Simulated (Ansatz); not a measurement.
Reactions of C4H7FS (`C=CC(C)(F)S`).

Isolated molecules relaxed with PBE0-D4/def2-TZVP in Ansatz; ΔE leaves out vibrations. CCSD(T)/CBS adds triple-zeta CCSD(T) − MP2 to the extrapolated MP2 energy (def2 sets, frozen cores). This one scheme is used for every species. DFT in def2-TZVPP. B3LYP here is the variant with VWN-RPA as its local correlation; programs differ in this. For Se outer-core shells are correlated without core-valence functions, which leaves a few kJ/mol of doubt a bond. Scalar relativity is left out up to krypton. One conformer a species, not always the lowest.

| reaction | B3LYP-D4 (kJ/mol) | HF/CBS(def2) (kJ/mol) | MP2/CBS(def2) (kJ/mol) | PBE0-D4 (kJ/mol) |
| --- | --- | --- | --- | --- |
| `C=CC(C)(F)S` + H₂S → `CC(F)(S)S` + `C=C` | 39 | 44 | 39 | 41 |
| `C=CC(C)(F)S` + `O[SiH2]N[SiH2]Cl` → `CN([SiH2]O)[SiH2]Cl` + `C=CC(F)S` | 57 | 65 | 70 | 60 |
| `C=CC(C)(F)S` + `[F][Al]([F])[SeH]` → `C[Se][Al]([F])[F]` + `C=CC(F)S` | 24 | 25 | 32 | 27 |
| `C=CC(C)(F)S` + `C=C` → `C=CC=C` + `CC(F)S` | -19 | -22 | -12 | -20 |
| `C=CC(C)(F)S` + `OB(O)Cl` → `C=COB(O)Cl` + `CC(F)S` | 41 | 34 | 59 | 45 |

Task: Give the CCSD(T)/CBS values in the same order. (Best estimate.)

Result: Ansatz gave: 39, 67, 31, -12, 52 kJ/mol.

Largest T1 diagnostic: 0.012, for `C=COB(O)Cl`.
